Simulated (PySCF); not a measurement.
Si(I)(OH)3 (H3IO3Si), SMILES O[Si](O)(I)O. Geometry optimised at PBE-D3(BJ)/def2-SVP. The def2 effective core potentials stand for the cores of I; spin–orbit coupling is left out. One conformer was computed; it need not be the lowest.

The numbers are results of PBE-D3(BJ)/def2-SVP (PySCF), not measurements.

Harmonic wavenumbers (cm⁻¹): 105, 105, 216, 223, 223, 291, 313, 313, 415, 783, 789, 789, 812, 971, 971, 3764, 3764, 3765. Rotational constants (GHz): 3.825, 1.093, 1.093; symmetry number 3.

Task: Work out the zero-point energy and the ideal-gas rigid-rotor harmonic-oscillator thermochemistry at 298.15 K and 1 atm.

Result: ZPE = ½ Σ hcν = ½ × 18612 cm⁻¹ = 26.61 kcal/mol. H − E(el) = 32.10 kcal/mol. Entropy in cal/(mol K): translation 41.87, rotation 26.46, vibration 18.72, total 87.06. G − E(el) = 6.14 kcal/mol. Cp = 27.16 cal/(mol K). Modes under 150 cm⁻¹ make the vibrational entropy uncertain.
